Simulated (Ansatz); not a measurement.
The same path of Cl + ClF3Ge (6 atoms, charge 0, multiplicity 2) was run twice with different band settings.

The calculation used UKS PBE-D4/def2-SVP in Ansatz.

Relaxed end points:

```xyz
6
Properties=species:S:1:pos:R:3
Ge 0.048 0.081 0.023
F 0.433 0.739 1.588
F 1.548 -0.109 -0.807
F -0.870 1.287 -0.800
Cl -1.006 -1.745 0.153
Cl -0.406 -0.694 3.645
```

```xyz
6
Properties=species:S:1:pos:R:3
Ge 0.134 -0.052 0.153
F 1.061 0.213 1.615
F 1.291 0.156 -1.112
F -1.023 1.211 -0.030
Cl -0.708 -1.991 0.060
Cl -1.008 0.023 3.117
```

Common settings: spring 5.0 eV/Å²; optimiser quadratic models (default); start path through a guess of the saddle point; force threshold 0.05 eV/Å; iteration limit 60; end points relaxed.

| run | movable images | climbing image |
| --- | --- | --- |
| 1 | 7 | yes |
| 2 | 6 | no |

**Question.** What does each run give, and how far can it be trusted?

**Answer.** Run 1: converged after 19 iterations, highest image 0.000 eV above the first end. The highest image is an end point: on this band no image between the ends rises above it.
Run 2: converged after 13 iterations, highest image 0.000 eV above the first end. The highest image is an end point: on this band no image between the ends rises above it.
